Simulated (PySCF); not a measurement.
C6H14Ge.
Geometry (PBE0-D3(BJ)/def2-SVP, Å), atoms numbered from 1 in this order:
```xyz
21
C6H14Ge angstrom
C     -2.7036    0.6105    0.2297
C     -1.6370   -0.3645   -0.2420
C     -0.2966   -0.1959    0.4614
C      0.7572   -1.2400    0.0675
C      2.1470   -0.7885    0.5212
C      2.4260    0.6258   -0.0052
Ge     0.6677    1.5074    0.1386
H     -2.8797    0.5152    1.3132
H     -2.4067    1.6549    0.0368
H     -3.6641    0.4406   -0.2802
H     -1.9960   -1.3998   -0.0928
H     -1.4927   -0.2554   -1.3320
H     -0.4571   -0.2557    1.5538
H      0.5064   -2.2326    0.4804
H      0.7567   -1.3537   -1.0328
H      2.9211   -1.5047    0.1993
H      2.1735   -0.7813    1.6257
H      2.7205    0.5979   -1.0666
H      3.2289    1.1380    0.5437
H      0.5641    2.5199    1.2971
H      0.2274    2.2012   -1.1687
```

Computed with PySCF at CAM-B3LYP/def2-SVPD, non-relativistic, on one gas-phase PBE0-D3(BJ)/def2-SVP geometry that isn't relaxed in the solvent. The solvent is an IEF-PCM continuum (cavity from Bondi-type radii × 1.2), and excitations are vertical TDDFT with non-equilibrium linear response and a frozen core. The model holds no explicit solvent molecules, cavitation or dispersion. Spin–orbit coupling is left out although an atom past zinc is present.

Gas-phase singlets (H = HOMO, L = LUMO):

```csv
state,E (eV),λ (nm),f,leading configurations
S1,7.137,174,0.005,H→L 86%
S2,7.424,167,0.028,H→L+1 84%
S3,7.837,158,0.018,"H→L+2 55%, H-1→L+1 19%"
S4,7.915,157,0.148,H-1→L 60%
S5,7.976,155,0.030,"H→L+4 55%, H→L+2 10%"
```

Task: How does the list change in chloroform (ε = 4.711)?

Result: 
| state | E (eV) | λ (nm) | f | leading configurations | change by rank (eV) |
| --- | --- | --- | --- | --- | --- |
| S1 | 7.128 | 174 | 0.008 | H→L 84% | -0.009 |
| S2 | 7.379 | 168 | 0.057 | H→L+1 85% | -0.045 |
| S3 | 7.781 | 159 | 0.083 | H→L+2 65%, H-1→L+1 11% | -0.056 |
| S4 | 7.886 | 157 | 0.198 | H-1→L 62% | -0.029 |
| S5 | 7.930 | 156 | 0.053 | H→L+4 45%, H-1→L+1 14% | -0.046 |

Task: How do the frontier levels move from gas to chloroform?

Result: 
```tsv
orbital	gas (eV)	solvent (eV)	change (eV)
LUMO+2	1.75	1.83	+0.08
LUMO+1	1.46	1.55	+0.09
LUMO	1.18	1.28	+0.10
HOMO	-8.77	-8.65	+0.12
HOMO-1	-9.60	-9.49	+0.11
HOMO-2	-10.20	-10.12	+0.08
HOMO-3	-10.50	-10.34	+0.16
```

The HOMO–LUMO gap goes from 9.95 to 9.93 eV.

The run took 2.6 min of wall time on one thread of an Arm Neoverse N1, shared host, and the process peaked at 1.6 GiB of memory. This is the whole response run at CAM-B3LYP/def2-SVPD in chloroform, SCF included.
